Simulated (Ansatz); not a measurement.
Geometry optimisation, RKS PBE-D4/def2-SVP (Ansatz 0.2.0).

Input:

```yaml
crystal:
  periodic: [false, false, false]
  atoms:
    - { symbol: Ge, position_ang: [-0.127634, -0.191778, -0.100138] }
    - { symbol: F, position_ang: [-0.145772, -0.299499, 1.619373] }
    - { symbol: Cl, position_ang: [1.944872, -0.38469, -0.751342] }
    - { symbol: H, position_ang: [-0.745068, 1.140091, -0.55919] }
    - { symbol: H, position_ang: [-0.835478, -1.481928, -0.577063] }
    - { symbol: O, position_ang: [1.229764, 2.075925, 1.254943] }
    - { symbol: H, position_ang: [2.031645, 1.581152, 0.991041] }
    - { symbol: H, position_ang: [0.886871, 1.513028, 1.995375] }
basis:
  gaussian: { orbitals: def2-SVP }
hamiltonian:
  xc: pbe
  dispersion: d4
relax:
  f_tol: 0.03
  max_steps: 50
output:
  orbitals: {}
```

Command:

```bash
$ ansatz run input.yaml --threads 2 --pin off --max-ram 3072MiB --backend cpu --events-out ev --progress --plain --runs-dir out
```

**Question.** Where does it end, and by what steps?

**Answer.** The forces met the threshold. After 6 steps the energy has fallen by 0.036 eV; H8 moved furthest, 0.09 Å.

```json
{"step": "0", "energy less start (eV)": "0.0000", "largest force component (eV/Å)": "1.247", "accepted": "yes"}
{"step": "1", "energy less start (eV)": "-0.0156", "largest force component (eV/Å)": "0.640", "accepted": "yes"}
{"step": "2", "energy less start (eV)": "-0.0090", "largest force component (eV/Å)": "0.947", "accepted": "no"}
{"step": "3", "energy less start (eV)": "-0.0225", "largest force component (eV/Å)": "0.413", "accepted": "yes"}
{"step": "4", "energy less start (eV)": "-0.0341", "largest force component (eV/Å)": "0.107", "accepted": "yes"}
{"step": "5", "energy less start (eV)": "-0.0355", "largest force component (eV/Å)": "0.076", "accepted": "yes"}
{"step": "6", "energy less start (eV)": "-0.0361", "largest force component (eV/Å)": "0.008", "accepted": "yes"}
```

```xyz
8
Properties=species:S:1:pos:R:3
Ge -0.121 -0.171 -0.102
F -0.163 -0.300 1.663
Cl 1.955 -0.399 -0.724
H -0.728 1.159 -0.574
H -0.836 -1.462 -0.569
O 1.184 2.040 1.251
H 2.033 1.654 0.961
H 0.915 1.430 1.968
```

Whether the end is a true minimum wasn't checked by a vibrational analysis.

Time of the run: 8.4 s on 2 threads of Intel(R) Xeon(R) 6975P-C (Granite Rapids), on a shared host, peak memory 0.17 GiB.
